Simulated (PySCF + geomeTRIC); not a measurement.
These are B3LYP-D3(BJ)/def2-TZVP run with PySCF + geomeTRIC values and carry that method's errors. fastk is a local helper that only speeds up exchange builds. No frequencies were computed at this level.

```python
import json, numpy as np
from pyscf import gto, dft
from fastk import lowrank_exchange
atoms = """
In    -0.000035    -0.000009    -0.000002
H     -1.436707    -0.942817     0.025343
H     -0.097884     1.715804     0.005805
H      1.534626    -0.772978    -0.031146
"""
def scf(charge, spin, dm0=None):
    mol = gto.M(atom=atoms, basis='def2-tzvp', ecp={'In': 'def2-tzvp'}, charge=charge, spin=spin, verbose=3, max_memory=5040)
    mf = dft.KS(mol, xc='b3lyp').density_fit(auxbasis="def2-universal-jkfit")
    mf.disp = 'd3bj'
    mf.grids.level = 3
    mf.conv_tol = 1e-8
    mf.max_cycle = 60
    mf.kernel(dm0)
    if not mf.converged:
        mf = mf.newton().run(mf.mo_coeff, mf.mo_occ).undo_soscf()
    return mf
mf = scf(0, 0)
from pyscf.geomopt.geometric_solver import kernel as optimize
path = []
done, mol = optimize(mf, maxsteps=80, assert_convergence=False, callback=lambda env: path.append((env["energy"], bool(env["g_scanner"].converged))))
res = dict(converged=bool(done and path[-1][1]), energy=path[-1][0], path=[e for e, c in path], xyz=mol.atom_coords(unit="Angstrom").tolist(), nao=mol.nao)
json.dump(res, open("result.json", "w"))
```

Output:

```
converged SCF energy = -191.968086095843
Geometry optimization cycle 1
converged SCF energy = -191.968086095844
cycle 1: E = -191.968086096  dE = -191.968  norm(grad) = 0.00496798
Geometry optimization cycle 2
converged SCF energy = -191.968176580715
cycle 2: E = -191.968176581  dE = -9.04849e-05  norm(grad) = 0.00125813
Geometry optimization cycle 3
converged SCF energy = -191.968183059129
cycle 3: E = -191.968183059  dE = -6.47841e-06  norm(grad) = 3.14685e-05
Geometry optimization cycle 4
converged SCF energy = -191.968183063295
cycle 4: E = -191.968183063  dE = -4.16543e-09  norm(grad) = 2.35274e-06
<class 'geometric.internal.Distance'> : 3
<class 'geometric.internal.Angle'> : 2
<class 'geometric.internal.OutOfPlane'> : 1
<class 'geometric.internal.TranslationX'> : 1
<class 'geometric.internal.TranslationY'> : 1
<class 'geometric.internal.TranslationZ'> : 1
<class 'geometric.internal.RotationA'> : 1
<class 'geometric.internal.RotationB'> : 1
<class 'geometric.internal.RotationC'> : 1
Step    0 : Gradient = 2.484e-03/2.871e-03 (rms/max) Energy = -191.9680860958
Step    1 : Displace = 1.314e-02/1.518e-02 (rms/max) Trust = 1.000e-01 (=) Grad = 6.291e-04/7.272e-04 (rms/max) E (change) = -191.9681765807 (-9.048e-05) Quality = 0.734
Step    2 : Displace = 2.654e-03/3.069e-03 (rms/max) Trust = 1.000e-01 (=) Grad = 1.573e-05/1.872e-05 (rms/max) E (change) = -191.9681830591 (-6.478e-06) Quality = 1.027
Step    3 : Displace = 6.809e-05/8.180e-05 (rms/max) Trust = 1.414e-01 (+) Grad = 1.176e-06/1.954e-06 (rms/max) E (change) = -191.9681830633 (-4.165e-09) Quality = 1.000
Converged! =D
```

Cost: very roughly 20 core-seconds.
